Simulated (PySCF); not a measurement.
Field gradients from PBE0/pcSseg-1 densities (PySCF, non-relativistic) at GFN2-xTB geometries, isolated species, one conformer each; χzz is the principal value of largest magnitude, with Q(14N) = 0.02044 b. GFN2-xTB bond lengths can be off by several hundredths of an ångström, more for odd bonds, and the gradients follow them. With so small a basis the couplings can be 20 % off.

Problem. Rank these 14N sites by the size of the quadrupole coupling, smallest first.
A. The nitrile nitrogen of `CC[C@@H](F)[C@H](C)C#N`
B. N8 (pyrrole-type nitrogen) in `[N:1]#[C:2][c:3]1[cH:4][cH:5][c:6]([Cl:7])[nH:8]1`
C. The silicon-bound nitrogen of `C=C1[SiH2]N(C)C[C@@H]1C(F)F`
D. The imine nitrogen of `[H]/N=C\CC(=C)[C@H](C)F`

Solution. B (3.349 MHz), A (4.685 MHz), D (5.032 MHz), C (5.310 MHz).

All sites together:

```
nucleus                                                                             site  Vzz (au)     η  χzz (MHz)
    14N  N8 (pyrrole-type nitrogen) in [N:1]#[C:2][c:3]1[cH:4][cH:5][c:6]([Cl:7])[nH:8]1    -0.697  0.05     -3.349
    14N                                   the nitrile nitrogen of CC[C@@H](F)[C@H](C)C#N    -0.975  0.05     -4.685
    14N                        the silicon-bound nitrogen of C=C1[SiH2]N(C)C[C@@H]1C(F)F    -1.106  0.37     -5.310
    14N                                    the imine nitrogen of [H]/N=C\CC(=C)[C@H](C)F    -1.048  0.38     -5.032
```
